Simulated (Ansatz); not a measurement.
`C[NH][Al]([F])[F]` + H₂ → `C[NH][AlH][F]` + H–F  (hydrogenolysis of the Al–F bond)

Program: Ansatz. Geometries: PBE0-D4/def2-TZVP. ΔE: electronic, gas phase. CCSD(T)/CBS adds triple-zeta CCSD(T) − MP2 to the extrapolated MP2 energy (def2 sets, frozen cores). This one scheme is used for every species. DFT in def2-TZVPP. B3LYP here is the variant with VWN-RPA as its local correlation; programs differ in this. One conformer a species, not always the lowest.

```tsv
level	ΔE (kJ/mol)	difference from CCSD(T)/CBS
PBE-D4	151.7	-7.7
revPBE-D4	153.4	-6.0
r2SCAN-D4	166.0	6.6
ωB97X-V	157.3	-2.1
PBE	150.1	-9.3
B3LYP	158.5	-0.9
HF/def2-SVP	151.2	-8.2
MP2/def2-SVP	164.8	5.4
CCSD/def2-SVP	157.3	-2.1
MP2/def2-TZVPP	164.1	4.7
CCSD(T)/CBS	159.4	0
```

Task: What do rigid-rotor, harmonic-oscillator terms from PBE0-D4/def2-TZVP frequencies (298.15 K, 1 bar) make of the CCSD(T)/CBS value? (An estimate is asked.)

Result: Computed: ΔZPE = +8.8 kJ/mol, ΔH = +166.2 kJ/mol, ΔS = 20 J/(mol·K), ΔG = +160.2 kJ/mol.

Largest T1 diagnostic among the species: 0.012.

From r2SCAN to r2SCAN0 (25 % exact exchange), in def2-TZVPP and without D4, ΔE moves by −4.2 kJ/mol. Leaving LDA and LC-ωPBE aside and taking each functional with its dispersion term where it has one, the values, not all of them listed here, spread over 15.7 kJ/mol, from HSE06-D4 to r2SCAN-D4. LDA lies −3.1 kJ/mol from PBE without D4.
